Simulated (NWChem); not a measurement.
Molecule: CH6BNO; SMILES CNBO

```xyz
10

B     -0.6334     0.8139     0.0000
H     -1.7020     1.3817     0.0000
N     -0.6217    -0.5962     0.0000
C      0.5076    -1.4858     0.0000
H     -1.5205    -1.0609     0.0000
H      0.5334    -2.1377    -0.8911
H      0.5334    -2.1377     0.8911
H      1.4498    -0.9159     0.0000
O      0.4837     1.5982     0.0000
H      1.3088     1.1036     0.0000
```
Atoms are numbered in this order, from 1.

Results from NWChem. All runs use the structure optimised with PBE0/def2-SVP. LC-ωPBE (HJS hole) with def2-SVP; x = 1 − exp(−ω/0.25 bohr⁻¹) is a scale chosen for this fit.

```csv
row,x,−ε(HOMO) (eV)
ω = 0.15,0.451,7.84
ω = 0.20,0.551,8.40
ω = 0.25,0.632,8.89
ω = 0.40,0.798,withheld
ω = 0.50,0.865,10.45
```

Question: Fit a straight line of the last column on the one before it, predict the withheld value, and compare with the run.

Answer: 
1. Means of the 4 shown rows: x = 0.6247, y = 8.895. Slope Σ(x − x̄)(y − ȳ)/Σ(x − x̄)² = 0.5934/0.09340 = 6.353; intercept 4.926.
2. The shown rows scatter about the line by 0.040 (root mean square); the largest residual is -0.05, at ω = 0.25.
3. At x = 0.798 (ω = 0.40; inside the shown range) the line gives 10.00.
4. The run gives 9.97, -0.03 from the line, 0.7 times the scatter.
